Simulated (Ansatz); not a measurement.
Isolated molecules relaxed with PBE0-D4/def2-TZVP in Ansatz; ΔE leaves out vibrations. CCSD(T)/CBS adds triple-zeta CCSD(T) − MP2 to the extrapolated MP2 energy (def2 sets, frozen cores). This one scheme is used for every species. Functionals use def2-TZVPP. Each species was taken in one conformer, which may not be the lowest.

Consider the formal exchange of groups at a C–O bond: `NCCO` + `N[SiH3]` → `NCC[SiH2]N` + H₂O.

`NCCO`:

Z-matrix (Å, degrees):
```
C
C 1 1.507
N 1 1.452 2 109.8
H 1 1.102 2 108.1 3 125.1
H 1 1.095 2 108.2 3 -119.0
O 2 1.418 1 107.7 3 -64.9
H 2 1.098 1 109.7 3 174.4
H 2 1.097 1 109.0 3 55.4
H 3 1.013 1 108.8 2 58.0
H 3 1.012 1 110.8 2 175.8
H 6 0.959 2 108.8 1 167.1
```

`N[SiH3]`:

Cartesian coordinates in Å:
```
N 0.118 0.159 1.048
Si 0.031 -0.057 -0.656
H 0.187 -0.646 1.649
H -0.428 0.884 1.486
H 1.123 -0.983 -1.054
H -1.247 -0.627 -1.179
H 0.217 1.271 -1.295
```

`NCC[SiH2]N`:

Z-matrix (Å, degrees):
```
C
C 1 1.518
N 1 1.457 2 111.1
H 1 1.096 2 109.4 3 -118.5
H 1 1.102 2 109.0 3 125.5
Si 2 1.877 1 114.4 3 175.9
H 2 1.098 1 109.9 3 -62.0
H 2 1.097 1 109.4 3 54.2
H 3 1.013 1 110.8 2 178.1
H 3 1.013 1 110.0 2 60.1
N 6 1.720 2 116.6 1 61.1
H 6 1.490 2 108.2 1 -58.8
H 6 1.489 2 107.8 1 -178.1
H 11 1.006 6 121.0 2 -77.0
H 11 1.006 6 121.3 2 72.8
```

H₂O:

Z-matrix (Å, degrees):
```
O
H 1 0.960
H 1 0.960 2 105.1
```

```json
{"level": "PBE-D4", "ΔE (kJ/mol)": "-75.0", "difference from CCSD(T)/CBS": "5.5"}
{"level": "r2SCAN-D4", "ΔE (kJ/mol)": "-74.1", "difference from CCSD(T)/CBS": "6.4"}
{"level": "PBE0-D4", "ΔE (kJ/mol)": "-76.0", "difference from CCSD(T)/CBS": "4.5"}
{"level": "ωB97X-V", "ΔE (kJ/mol)": "-68.5", "difference from CCSD(T)/CBS": "12.0"}
{"level": "ωB97M-V", "ΔE (kJ/mol)": "-74.1", "difference from CCSD(T)/CBS": "6.4"}
{"level": "PBE", "ΔE (kJ/mol)": "-69.8", "difference from CCSD(T)/CBS": "10.7"}
{"level": "HF/def2-TZVPP", "ΔE (kJ/mol)": "-53.8", "difference from CCSD(T)/CBS": "26.7"}
{"level": "SCS-MP2/def2-TZVPP", "ΔE (kJ/mol)": "-73.0", "difference from CCSD(T)/CBS": "7.5"}
{"level": "CCSD/def2-TZVPP", "ΔE (kJ/mol)": "-72.3", "difference from CCSD(T)/CBS": "8.2"}
{"level": "CCSD(T)/def2-TZVPP", "ΔE (kJ/mol)": "-74.5", "difference from CCSD(T)/CBS": "6.0"}
{"level": "HF/def2-QZVPP", "ΔE (kJ/mol)": "-54.6", "difference from CCSD(T)/CBS": "25.9"}
{"level": "MP2/def2-QZVPP", "ΔE (kJ/mol)": "-86.0", "difference from CCSD(T)/CBS": "-5.5"}
{"level": "SCS-MP2/def2-QZVPP", "ΔE (kJ/mol)": "-76.8", "difference from CCSD(T)/CBS": "3.7"}
{"level": "HF/CBS(def2)", "ΔE (kJ/mol)": "-54.7", "difference from CCSD(T)/CBS": "25.8"}
{"level": "MP2/CBS(def2)", "ΔE (kJ/mol)": "-88.3", "difference from CCSD(T)/CBS": "-7.8"}
{"level": "CCSD/CBS(def2)", "ΔE (kJ/mol)": "-78.3", "difference from CCSD(T)/CBS": "2.2"}
{"level": "CCSD(T)/CBS", "ΔE (kJ/mol)": "-80.5", "difference from CCSD(T)/CBS": "0"}
```

Largest T1 diagnostic among the species: 0.009.

The D4 term adds −8.1 kJ/mol with B3LYP and −4.9 kJ/mol with PBE0; it sums over pairs of atoms, weighted by their polarisabilities, and B3LYP, whose exchange is more repulsive, gets the larger term. In def2-TZVPP, CCSD(T) changes the Hartree–Fock value by −20.6 kJ/mol (the triples alone add −2.2 kJ/mol) and MP2 by −28.4 kJ/mol.

B3LYP here is the variant with VWN-RPA as its local correlation; programs differ in this.
